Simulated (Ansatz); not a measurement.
A structure relaxed at PBE0-D4/def2-TZVP, charge 0, multiplicity 2:

```xyz
4

S     1.341   -0.536   -0.384
In   -0.927    0.294   -0.113
Br   -1.597    0.980    2.201
H     1.183   -0.739   -1.703
```

Give its formula and SMILES.

BrHInS, `[SH][In][Br]`.

Point group (tolerance 0.08 Å, 0.16 Å for H)?

Cs.

Summarise the bond lengths by kind.

1 × In–S 2.430 Å; 1 × H–S 1.344 Å; 1 × Br–In 2.505 Å.

All numbers were calculated with Ansatz.
